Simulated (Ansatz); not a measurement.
Ansatz results at the PBE0-D4/def2-TZVP geometry: HOMO–LUMO gap (PBE/def2-TZVPP) 2.90 eV; size of the dipole moment (ωB97M-V/def2-TZVPP) 5.55 D; LUMO energy (PBE/def2-TZVPP) -2.61 eV.

Each molecule was computed in one conformer, which needn't be the lowest.

Problem. Which molecule gave them?
A. `O=C(F)c1ccccc1`
B. `CP(C)C`
C. `F[P+](F)(F)[Ag-][N]([SiH3])[SiH3]`
D. `CC[P+](CC)(CC)[Ag-][S]C`

Solution. C. The others give `CC[P+](CC)(CC)[Ag-][S]C`: 2.87, 9.11, -1.05; `O=C(F)c1ccccc1`: 4.20, 3.83, -2.78; `CP(C)C`: 5.59, 1.18, 0.41.
